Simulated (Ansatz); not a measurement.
C3H9B⁺, that is BH2(iPr) with one electron fewer. Charge 1, multiplicity 2. Geometry r2SCAN-D4/def2-SVP, that of the neutral singlet; atoms count from 1.

```csv
atom,x (Å),y (Å),z (Å)
B1,-1.572,-0.349,-0.319
H2,-2.026,-0.189,-1.431
H3,-2.314,-0.716,0.566
C4,-0.044,-0.248,-0.072
C5,0.430,-0.073,1.373
C6,0.782,0.571,-1.067
H7,0.095,-1.338,-0.340
H8,-0.129,-0.717,2.068
H9,0.283,0.970,1.701
H10,1.504,-0.298,1.483
H11,1.860,0.352,-0.983
H12,0.474,0.385,-2.106
H13,0.655,1.650,-0.874
```

**Question.** Estimate the Mulliken populations from the PBE0/def2-TZVP orbitals of Ansatz.

**Answer.** 
```tsv
atom	charge (e)	spin (α − β)
B1	0.04	0.22
H2	0.13	0.03
H3	0.13	0.03
C4	-0.08	0.32
C5	-0.35	0.03
C6	-0.35	0.03
H7	0.24	0.10
H8	0.19	0.00
H9	0.20	0.03
H10	0.22	0.08
H11	0.22	0.08
H12	0.19	0.00
H13	0.20	0.03
```
Mulliken values and Mayer orders depend strongly on the basis.

**Question.** Where does the spin sit?

**Answer.** Summed by element: B 0.22, H 0.39, C 0.39, of 1 unpaired in all. Largest on single atoms: C4 0.32, B1 0.22, H7 0.10.

**Question.** And the Mayer bond orders between bonded heavy atoms (over 0.3)?

**Answer.** B1–C4 0.80 (1.55 Å); C4–C5 1.08 (1.53 Å); C4–C6 1.08 (1.53 Å).
